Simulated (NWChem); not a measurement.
Species: SiHBrClF; SMILES [SiH](Br)(F)Cl

```xyz
5

Si    -0.4584     0.5881     0.4394
F     -1.8195     0.8813    -0.3686
Cl     0.9274     1.9676    -0.1417
Br     0.2215    -1.4374    -0.0661
H     -0.7259     0.6972     1.8856
```
Atoms are numbered in this order, from 1.

Results from NWChem. Geometry: optimised at PBE0/def2-SVP. Vertical excitations in the gas phase.

Task: What does the run give for B3LYP/def2-SVP, full TDDFT? Quantities: lowest excitation, singlet (eV); lowest triplet (eV); orbital gap (eV).

Result: 
| Quantity | Result |
|---|---|
| lowest excitation, singlet (eV) | 7.36 |
| lowest triplet (eV) | 6.74 |
| orbital gap (eV) | 8.47 |
